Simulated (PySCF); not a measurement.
HF$_{4}$OW (SMILES [OH][W+]([F])([F])([F])[F]), charge +1, singlet, geometry from GFN2-xTB (such geometries of metal compounds can be far from the true shape) (the multiplicity is a formal guess) (core potentials on W). Base run: DF-HF/def2-SVP run with PySCF.

Input for PySCF:
```python
from pyscf import gto, scf

mol = gto.M(
    atom='''
W     0.005170    0.010641    0.000155
F     1.571633   -0.841820   -0.338452
F    -0.580719    0.174215    1.710455
F    -1.088898    0.465945   -1.374932
F    -0.778473   -1.602177   -0.023271
O     0.786576    1.618854    0.023513
H     1.212894    2.496259    0.036257
''',
    basis='def2-svp',
    ecp={'W': 'def2-svp'},
    charge=1,
    spin=0,
    verbose=4,
)

mf = scf.RHF(mol)
mf = mf.density_fit(auxbasis='def2-universal-jkfit')
mf.kernel()
```

Variants of this job, named by their change:

```csv
change,basis functions,E (Eh),HOMO (eV),HOMO-LUMO gap (eV)
base,107,-539.03087,-22.72,15.74
basis = ANO-RCC-VDZP; relativity = spin-free X2C (without ecp={'W': 'def2-svp'}; without mf = mf.density_fit(auxbasis='def2-universal-jkfit')),143,-16613.55261,-22.96,15.12
basis = ANO-RCC-VDZP; relativity = none (without ecp={'W': 'def2-svp'}; without mf = mf.density_fit(auxbasis='def2-universal-jkfit')),143,-13954.99211,-20.81,10.28
basis = jorge-DZP-DKH; relativity = none (without ecp={'W': 'def2-svp'}; without mf = mf.density_fit(auxbasis='def2-universal-jkfit')),140,-15457.89770,-22.90,14.78
basis = x2c-SVPall; relativity = none (without ecp={'W': 'def2-svp'}; without mf = mf.density_fit(auxbasis='def2-universal-jkfit')),141,-14116.85845,-20.95,10.34
basis = x2c-SVPall; relativity = spin-free X2C; nucleus = Gaussian (with nucmod='G'; without ecp={'W': 'def2-svp'}; without mf = mf.density_fit(auxbasis='def2-universal-jkfit')),141,-16610.55760,-22.87,15.41
basis = jorge-DZP-DKH; relativity = spin-free X2C; nucleus = Gaussian (with nucmod='G'; without ecp={'W': 'def2-svp'}; without mf = mf.density_fit(auxbasis='def2-universal-jkfit')),140,-16597.89361,-22.79,16.43
basis = jorge-DZP-DKH; relativity = spin-free X2C (without ecp={'W': 'def2-svp'}; without mf = mf.density_fit(auxbasis='def2-universal-jkfit')),140,-16599.55785,-22.79,16.43
basis = x2c-SVPall; relativity = spin-free X2C (without ecp={'W': 'def2-svp'}; without mf = mf.density_fit(auxbasis='def2-universal-jkfit')),141,-16612.44446,-22.87,15.41
basis = ANO-RCC-VDZP; relativity = spin-free X2C; nucleus = Gaussian (with nucmod='G'; without ecp={'W': 'def2-svp'}; without mf = mf.density_fit(auxbasis='def2-universal-jkfit')),143,-16611.25975,-22.96,15.12
```

Totals shift with the method and basis; they matter in differences.

Basis sets contracted for a relativistic Hamiltonian are a mismatch without it, so the rows without relativity aren't non-relativistic limits. No row has spin-orbit coupling; sets with core potentials leave out the core electrons.
